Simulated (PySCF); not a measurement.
Compound: C₅H₅F₄O (doublet state).
Structure used (GFN2-xTB), in Å, numbered top down from 1:
```xyz
15
C5H5F4O angstrom
C      2.8804   -0.4948    0.2416
O      1.5655   -0.6278    0.3449
C      0.7371    0.2702   -0.1654
C     -0.6121    0.1695   -0.0582
C     -1.5487    1.1654   -0.6790
F     -0.8561    2.1579   -1.3121
C     -1.2586   -0.9868    0.6331
F     -1.3396   -2.0852   -0.1508
F     -0.6176   -1.3725    1.7438
F     -2.5233   -0.7124    1.0012
H      3.4584   -1.2784    0.6843
H      3.3146    0.3486   -0.2655
H      1.1670    1.1198   -0.6863
H     -2.1811    1.6459    0.0789
H     -2.1903    0.6887   -1.4324
```

The hyperfine couplings belong to this conformer and change with its torsions.

Identity: `[CH2]O/C=C(/CF)C(F)(F)F` [radical].

Computed with UKS B3LYP, pcH-1 on C F H O, non-relativistic, mean-field spin-orbit, GIAO (PySCF 2.14.0). Geometry: GFN2-xTB, one conformer, isolated molecule. Couplings are sensitive to structure, and on GFN2-xTB geometries they can be far from those on DFT ones. The SCF solution wasn't tested for stability.

Task: Predict the first-order ENDOR lines of F8/F9/F10, F6, H11, H12, H14/H15 and H13 under fast tumbling at B = 345.5 mT (X band).

Result: ν± = |νn ± a/2|, one line for each electron-spin manifold; νn = |g_N| × 7.62259 MHz/T × B.

```
   nuclei  isotope     g_N  νn (MHz)  a_iso (MHz)  lower line (MHz)  upper line (MHz)
F8/F9/F10      19F  5.2577     13.85        10.07              8.81             18.88
       F6      19F  5.2577     13.85        -0.83             13.43             14.26
      H11       1H  5.5857     14.71       -64.42             17.50             46.92
      H12       1H  5.5857     14.71       -62.95             16.77             46.19
  H14/H15       1H  5.5857     14.71        15.51              6.95             22.47
      H13       1H  5.5857     14.71         2.18             13.62             15.80
```

Task: Which pairs are centred on the nuclear Larmor frequency, and which on half the coupling?

Result: Centred on νn, since |a| < 2νn: F8/F9/F10, F6, H14/H15 and H13. Centred on |a|/2 and split by 2νn: H11 and H12.

Task: At what field would the lower line of H12 fall to zero frequency?

Result: Where νn = |a|/2, that is B = 31.48 MHz/(5.5857 × 7.62259 MHz/T) = 739 mT, as far as first order holds there.

Class means assume fast exchange of nuclei equivalent by connectivity; if that motion is slow, each nucleus keeps its own coupling. H11 and H12 aren't averaged: C1 is flat or nearly so (angle sum 360°), and its turn about the short C1–O2 bond (1.33 Å) is taken as slow. The three 19F nuclei of mean +10.1 MHz run from 1.4 to 24.1 MHz in the frozen geometry.
